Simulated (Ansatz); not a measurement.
Q: Name a neutral molecule of F, N, O, Zr and H with HOMO energy (ωB97M-V/def2-TZVPP) between -10.35 and -10.05 eV and HOMO–LUMO gap (B3LYP/def2-TZVPP) between 6.50 and 6.80 eV (Ansatz, PBE0-D4/def2-TZVP geometry).

A: `[NH2][Zr]([OH])([F])[F]` (-10.11 eV, 6.72 eV). Other molecules can fit too; these were computed, each in one conformer that needn't be the lowest.

B3LYP here is the variant with VWN-RPA as its local correlation; programs differ in this.
